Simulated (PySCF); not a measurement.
Ga²⁺ (gallium, charge +2) across methods

[Ar] 3d10 4p1, 2P determinant (an excited configuration). Calculation: PySCF 2.14, in aug-cc-pVQZ-PP with one added diffuse shell each of s, p, d, f, g type with ECP10MDF (8s7p6d4f3g, 114 functions); a scalar-relativistic core potential.

| method | E (hartree) | mean ε 3d α (eV) | mean ε 3d β (eV) | mean ε 4p α (eV) | Σ⟨r²⟩ (bohr²) | ⟨S²⟩ |
| --- | --- | --- | --- | --- | --- | --- |
| PBE | -258.1809 | -41.472 | -41.336 | -19.261 | 19.34 | 0.751 |
| r2SCAN | -258.0673 | -41.671 | -41.545 | -19.501 | 19.24 | 0.751 |
| PBE0 | -258.1489 | -44.796 | -44.674 | -20.032 | 19.34 | 0.751 |
| B3LYP | -258.2185 | -44.253 | -44.146 | -19.957 | 19.31 | 0.751 |
| MN15 | -258.5787 | -46.880 | -46.802 | -20.138 | 19.45 | 0.751 |
| LDA | -257.7258 | -41.706 | -41.566 | -19.320 | 19.30 | 0.751 |
| UHF | -257.12142 | -53.717 | -53.641 | -21.815 | 19.61 | 0.751 |

Q: Estimate the same row for TPSSh.

A: E (hartree) = -258.1157; mean ε 3d α (eV) = -42.726; mean ε 3d β (eV) = -42.598; mean ε 4p α (eV) = -19.523; Σ⟨r²⟩ (bohr²) = 19.33; ⟨S²⟩ = 0.751.

Energies and moments cover only the electrons outside the core potential.
